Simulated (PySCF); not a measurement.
Electronic structure of Zn (zinc, neutral) at the UHF level

Configuration: [Ar] 3d9 4s2 4p1, one real determinant (an excited configuration). Computed with PySCF 2.14 in ANO-RCC-VTZP (6s5p3d2f1g, 59 functions), with scalar relativity by spin-free X2C-1e.

```json
{
  "Total energy": "-1793.940194 hartree",
  "One-electron energy": "-2495.0833 hartree",
  "Hartree (Coulomb) energy": "771.4092 hartree",
  "Exchange energy": "-70.2662 hartree",
  "⟨S²⟩": "2.0029",
  "⟨L²⟩": "7.953",
  "Sum of ⟨r⟩": "23.19 bohr",
  "Sum of ⟨r²⟩": "41.07 bohr²",
  "Traceless quadrupole moment −½Σ⟨3z² − r²⟩ along its main axis": "-5.50 e·bohr²",
  "Langevin diamagnetic susceptibility": "-32.5 ×10⁻⁶ cm³/mol"
}
```

```tsv
shell	electrons	mean orbital energy (eV)	spread (eV)	rms radius, mean of both spins (bohr)
1s α	1	-9738.8	0	0.0580
1s β	1	-9738.7	0	0.0580
2s α	1	-1244.4	0	0.244
2s β	1	-1243.2	0	0.244
2p α	3	-1075.8	1.393	0.219
2p β	3	-1074.6	0.082	0.219
3s α	1	-168.71	0	0.726
3s β	1	-165.60	0	0.726
3p α	3	-116.25	2.670	0.768
3p β	3	-112.53	2.225	0.768
3d α	5	-30.883	2.925	0.938
3d β	4	-29.129	1.549	0.938
4s α	1	-12.337	0	2.70
4s β	1	-10.388	0	2.70
4p α	1	-5.844	0	3.68
```

⟨L²⟩ = 7.95 against 12 for a pure F term, so this real determinant mixes terms.

Densities and radii are taken from the X2C orbitals without a picture-change correction, which distorts them close to the nucleus.

Spin-orbit constants ζ (cm⁻¹) from the X2C one-electron operator on these orbitals: bare nucleus, nucleus screened by l(l+1)(2l+1)/3 electrons, and screened by the Breit-Pauli mean field of the electrons.

```
shell    bare  screened nucleus  mean field
   2p  133700            124800         n/a
   3p   17380             16220         n/a
   3d    1805              1203         n/a
   4p   519.6             485.0         n/a
```

To first order the Landé constant is A = -320.3 cm⁻¹, so the lowest level has J = 4 and lies 0.119 eV below the centre of the term. This holds in LS coupling only.
